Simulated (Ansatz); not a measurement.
Ansatz (a first-principles code) input (RI-MP2/def2-TZVPPD):
A basis named .json is the Basis Set Exchange file of that set.

Ansatz 0.2 input:
```yaml
crystal:
  periodic: [false, false, false]
  atoms:
    - {symbol: Te, position_ang: [-0.00000000, -0.00000000, -0.57649326]}
    - {symbol: Cl, position_ang: [0.00000000, 0.00000000, 1.76339116]}
basis:
  gaussian:
    orbitals: def2-TZVPPD.json
    fitting: {mean_field: def2-universal-jkfit, correlation: def2-TZVPPD-RIFIT.json}
total_charge: -1
magnetization: {spin_polarized: false}
correlation: {method: mp2, electrons: outside_noble_gas}
```

Output:

```
Functional definition: HF
integrals: 0.04 GiB planned
346 factors; integrals over basis functions are off by at most 1.4e0 eV
339 factors; integrals over basis functions are off by at most 7.9e-1 eV
mean field: 0.21 GiB planned
mean field evaluation 1: about -19770.0107 eV, gradient 2.4e1 eV
mean field evaluation 2: about -19770.9803 eV, gradient 1.9e1 eV
mean field evaluation 4: about -19771.4772 eV, gradient 6.6e-1 eV
mean field evaluation 8: about -19759.5138 eV, gradient 2.4e1 eV
mean field evaluation 16: about -19768.6992 eV, gradient 7.8e0 eV
mean field -19771.48075539 eV, -726.5885161694 hartree, gradient 1.5e-6 eV, S^2 0.000000; 3 other end points of the search recorded, 0 dependent functions left out
14 core orbitals not correlated
reference -19771.48075539 eV, -726.5885161694 hartree; 7, 7 occupied and 89, 89 virtual orbitals, 339 factors
second order -8.78565681 eV of doubles, -0.00000000 eV of singles
Total energy: -19780.26641220 eV, -726.9113831021 hartree
```

This state (charge -1, singlet) is run at the relaxed geometry of the species with charge 0 and multiplicity 2.
